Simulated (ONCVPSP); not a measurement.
## antimony (Sb): excitation energies, all-electron against ONCV

| Item | Value |
| --- | --- |
| Element | Sb (Z = 51) |
| Generator | ONCVPSP 4.0.1 |
| Type | optimised norm-conserving Vanderbilt (ONCV) |
| Functional | PBEsol |
| Relativity | non-relativistic |
| Frozen core | [Kr] |
| Valence charge | 15 |
| Reference configuration | 4d10 5s1.75 5p3.25 |
| Partial waves | 5s: rc 2.10 bohr, ncon 4, nbas 7, qcut 2.4 1/bohr, 3 projectors, debl 3.9 Ha; 5p: rc 2.55 bohr, ncon 3, nbas 7, qcut 3.1 1/bohr, 3 projectors, debl 2.3 Ha; 4d: rc 1.15 bohr, ncon 4, nbas 9, qcut 15.1 1/bohr, 3 projectors, debl 3.5 Ha |
| Local potential | polynomial inside 1.05 bohr (lpopt 5, dvloc0 2 Ha) |
| Core correction | none |

Energies are relative to the spin-unpolarised reference configuration 4d10 5s1.75 5p3.25; without spin polarisation the order of configurations can differ from experiment.

| valence configuration | charge | ΔE all-electron (eV) | error AE − PS (meV) |
| --- | --- | --- | --- |
| 4d10 5s2 5p3 | 0 | -1.761 | +0.6 |
| 4d10 5s2 5p1 | +2 | 22.642 | -17 |
| 4d10 5s1 5p3 | +1 | 14.281 | +4.2 |

Problem. What are ΔE and the potential's error for 4d10 5s2 5p2?

Solution. ΔE = 6.635 eV all-electron; the error (AE − PS) is -1.7 meV.

Levels in the configuration 4d10 5s2 5p1:

| level | all-electron (eV) | pseudo (eV) |
| --- | --- | --- |
| 4d | -53.438 | -53.388 |
| 5s | -28.263 | -28.286 |
| 5p | -20.081 | -20.109 |

Note: no bound ghost flagged; GHOST(+) flagged for s at 15.2 eV, p at 83.2 eV.
